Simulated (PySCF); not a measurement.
Calculation: B3LYP-D3(BJ)/def2-TZVP // PBE0-D4/def2-SVP run with PySCF. Gas-phase values, no solvent. B3LYP has the VWN-RPA correlation part, as in Gaussian. Excitations are Tamm–Dancoff values on a coarser integration grid. The basis has no diffuse functions, so Rydberg states are missing or too high.

Reference species (SMILES): `[SiH3]c1c(Cl)ccc2ccccc12` (neutral, multiplicity 1).

| Quantity | Value |
|---|---|
| T1 excitation (TDA) | 2.94 eV |
| dipole moment | 2.09 D |

Changed species: `c1c2c(cc(cc2ccc1)Cl)[SiH3]`.

Question: Predict the effect on the T1 excitation (TDA) and dipole moment.

Answer: the T1 excitation (TDA) decreases by 0.02 eV, to 2.92 eV; the dipole moment drops by 0.33 D, to 1.76 D.
